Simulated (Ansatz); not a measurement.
Geometry optimisation, RKS B3LYP/def2-SVP in Ansatz.

The input (input.yaml):

```yaml
crystal:
  periodic: [false, false, false]
  atoms:
    - { symbol: Zr, position_ang: [0.155492, 0.066973, -0.213383] }
    - { symbol: F, position_ang: [-0.082722, -0.048243, 1.719673] }
    - { symbol: F, position_ang: [2.024987, -0.04088, -0.460789] }
    - { symbol: Cl, position_ang: [-0.474231, 2.13898, -1.121945] }
    - { symbol: Cl, position_ang: [-0.72815, -1.786408, -1.363599] }
    - { symbol: S, position_ang: [-3.264126, 0.104438, 1.311236] }
    - { symbol: H, position_ang: [-3.441044, -1.226293, 1.143245] }
    - { symbol: H, position_ang: [-2.168206, -0.081366, 2.130061] }
basis:
  gaussian: { orbitals: def2-SVP }
hamiltonian:
  xc: b3lyp
relax:
  f_tol: 0.03
  max_steps: 50
```

Command:

```bash
$ ansatz run input.yaml --threads 4 --pin off --max-ram 5120MiB --backend cpu --events-out ev --progress --plain --runs-dir out
```

Where does it end, and by what steps?

The forces met the threshold. After 6 steps the energy has fallen by 0.216 eV; S6 moved furthest, 0.50 Å. Joined: Zr1–S6 (3.74 → 3.07 Å).

```csv
step,energy less start (eV),largest force component (eV/Å),accepted
0,0.0000,0.952,yes
1,-0.0734,0.560,yes
2,-0.1445,0.657,yes
3,-0.1919,0.436,yes
4,-0.2062,0.196,yes
5,-0.1941,0.247,no
6,-0.2156,0.023,yes
```

```xyz
8
Properties=species:S:1:pos:R:3
Zr -0.004 0.037 -0.094
F 0.198 -0.080 1.803
F 1.826 -0.058 -0.579
Cl -0.611 2.149 -0.972
Cl -0.868 -1.863 -1.229
S -2.873 0.122 1.006
H -3.138 -1.201 0.902
H -2.508 0.021 2.307
```

Whether the end is a true minimum wasn't checked by a vibrational analysis.

The run took 21 s on 4 threads of Arm Neoverse V1, on a shared host, peak memory 0.33 GiB.
